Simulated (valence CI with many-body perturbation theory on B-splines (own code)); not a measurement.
**E1 transitions of Sc**

Calculated by relativistic CI+MBPT: three valence electrons over a frozen Dirac-Fock core [Ar], a basis of 9 s, 9 p, 10 d, 8 f, 5 g, 3 h, 1 i functions for each j, with the one-electron correlation potential Σ1, the two-electron term Σ2, the three-electron term Σ3, Breit, model QED; selected CI, second order for the rest (own B-spline code, finite nucleus).

Set against measurement, 36 paired levels are off by 392 cm⁻¹ on average, the worst by 1105. These come from a selection out of the NIST Handbook of Basic Atomic Spectroscopic Data. Levels without a partner in it may be off by more, other configurations by 1,000 to 4,000 cm⁻¹.

Lines 101 to 150 of 188 in falling wavelength, among levels below 4.138 eV, chosen from the strongest by gf and those to the six lowest levels. Wavelengths and rates use the calculated energies, so an error of 400 cm⁻¹ moves a line at 5431 Å by 2.2 % and its rate by three times that or more. Electric multipoles are in the length gauge, E1 and E2 with the static RPA response of the core. Weak lines are less certain than strong ones. Lines between different terms over intervals too small for the method are left out, as are lines whose strength nearly cancels and 39 of this kind that miss the measured wavelength by over 7 %. The highest levels of a list are the least certain. Branching is blank where the lifetime is uncertain.

Names give the largest LS component (configuration and term), which can be under half, so a name can repeat, a term be missing and a line seem to break the LS rules; names also repeat where a configuration has a term twice. Letters in brackets count levels of one name in rising energy.

```tsv
λ vac (Å)	λ from measured levels	Upper	Lower	A (s⁻¹)	log gf	Branch %
5437		3d²4p ²F°_5/2	3d²4s ²F_5/2	5.90e+07	0.20	35.8
5436		3d²4p ²F°_7/2	3d²4s ²F_7/2	5.83e+07	0.32	35.4
5431	5404	3d4s4p ⁴P°_1/2	3d4s² ²D_3/2	8.58e+03	-4.12	
5427	5401	3d4s4p ⁴P°_3/2	3d4s² ²D_3/2	1.39e+03	-4.61	
5412	5385	3d4s4p ⁴P°_5/2	3d4s² ²D_3/2	5.65e+01	-5.83	
5401		3d²4p ²F°_7/2	3d²4s ²F_5/2	1.61e+06	-1.25	1.0
5335	5351	3d4s4p ²P°_3/2 [a]	3d4s² ²D_5/2	3.03e+05	-2.29	70.9
5327		3d²4p ²D°_5/2	3d²4s ²F_7/2	5.85e+07	0.17	41.5
5326	5344	3d4s4p ²P°_1/2 [a]	3d4s² ²D_3/2	5.12e+05	-2.36	94.0
5320		3d²4p ²D°_3/2	3d²4s ²F_5/2	5.97e+07	0.01	42.0
5294		3d²4p ²D°_5/2	3d²4s ²F_5/2	1.03e+06	-1.59	0.7
5287	5303	3d4s4p ²P°_3/2 [a]	3d4s² ²D_3/2	8.45e+04	-2.85	19.8
5149		3d²4p ⁴F°_7/2	3d²4s ⁴F_9/2	9.15e+06	-0.54	10.7
5147		3d²4p ⁴F°_5/2	3d²4s ⁴F_7/2	1.55e+07	-0.43	18.2
5145		3d²4p ⁴F°_3/2	3d²4s ⁴F_5/2	1.73e+07	-0.56	20.2
5134		3d²4p ⁴F°_3/2	3d²4s ⁴F_3/2	6.81e+07	0.03	79.7
5133		3d²4p ⁴F°_5/2	3d²4s ⁴F_5/2	5.83e+07	0.14	68.1
5131		3d²4p ⁴F°_7/2	3d²4s ⁴F_7/2	6.46e+07	0.31	75.4
5129		3d²4p ⁴F°_9/2	3d²4s ⁴F_9/2	7.82e+07	0.49	91.2
5123		3d²4p ⁴F°_5/2	3d²4s ⁴F_3/2	1.17e+07	-0.56	13.7
5117		3d²4p ⁴F°_7/2	3d²4s ⁴F_5/2	1.19e+07	-0.43	13.9
5111		3d²4p ⁴F°_9/2	3d²4s ⁴F_7/2	7.51e+06	-0.53	8.8
4990	5248	3d4s4p ²P°_1/2 [c]	3d²4s ⁴F_3/2	3.85e+04	-3.54	0.0
4967	5222	3d4s4p ²P°_3/2 [c]	3d²4s ⁴F_5/2	1.95e+04	-3.54	0.0
4958	5212	3d4s4p ²P°_3/2 [c]	3d²4s ⁴F_3/2	4.83e+03	-4.15	0.0
4841	4793	3d4s4p ²F°_5/2 [a]	3d4s² ²D_5/2	2.16e+05	-2.34	12.7
4828	4781	3d4s4p ²F°_7/2 [a]	3d4s² ²D_5/2	1.14e+06	-1.50	89.2
4801	4754	3d4s4p ²F°_5/2 [a]	3d4s² ²D_3/2	1.36e+06	-1.55	79.7
4773		3d²4p ⁴D°_7/2	3d²4s ⁴F_9/2	1.01e+08	0.44	88.7
4770		3d²4p ⁴D°_5/2	3d²4s ⁴F_7/2	9.27e+07	0.28	80.9
4767		3d²4p ⁴D°_3/2	3d²4s ⁴F_5/2	9.11e+07	0.09	79.4
4763		3d²4p ⁴D°_1/2	3d²4s ⁴F_3/2	1.15e+08	-0.11	99.8
4758		3d²4p ⁴D°_3/2	3d²4s ⁴F_3/2	2.33e+07	-0.50	20.3
4758		3d²4p ⁴D°_5/2	3d²4s ⁴F_5/2	2.04e+07	-0.38	17.8
4757		3d²4p ⁴D°_7/2	3d²4s ⁴F_7/2	1.21e+07	-0.48	10.6
4749		3d²4p ⁴D°_5/2	3d²4s ⁴F_3/2	1.15e+06	-1.63	1.0
4745		3d²4p ⁴D°_7/2	3d²4s ⁴F_5/2	6.27e+05	-1.77	0.5
4717		3d²4p ²G°_7/2	3d²4s ⁴F_9/2	1.40e+02	-5.43	0.0
4702		3d²4p ²G°_7/2	3d²4s ⁴F_7/2	3.07e+04	-3.09	0.1
4696		3d²4p ²G°_9/2	3d²4s ⁴F_9/2	9.05e+04	-2.52	0.2
4691		3d²4p ²G°_7/2	3d²4s ⁴F_5/2	9.12e+02	-4.62	0.0
4681		3d²4p ²G°_9/2	3d²4s ⁴F_7/2	2.11e+02	-5.16	0.0
4597		3d²4p ²F°_5/2	3d²4s ⁴F_7/2	3.16e+04	-3.22	0.0
4586		3d²4p ²F°_5/2	3d²4s ⁴F_5/2	1.39e+04	-3.58	0.0
4586		3d²4p ²F°_7/2	3d²4s ⁴F_9/2	7.51e+04	-2.72	0.0
4578		3d²4p ²F°_5/2	3d²4s ⁴F_3/2	5.96e+02	-4.95	0.0
4572		3d²4p ²F°_7/2	3d²4s ⁴F_7/2	1.48e+04	-3.43	0.0
4561		3d²4p ²F°_7/2	3d²4s ⁴F_5/2	6.31e+00	-6.80	0.0
4503		3d²4p ²D°_3/2	3d²4s ⁴F_5/2	7.24e+04	-3.06	0.1
4495		3d²4p ²D°_3/2	3d²4s ⁴F_3/2	4.87e+03	-4.23	0.0
```
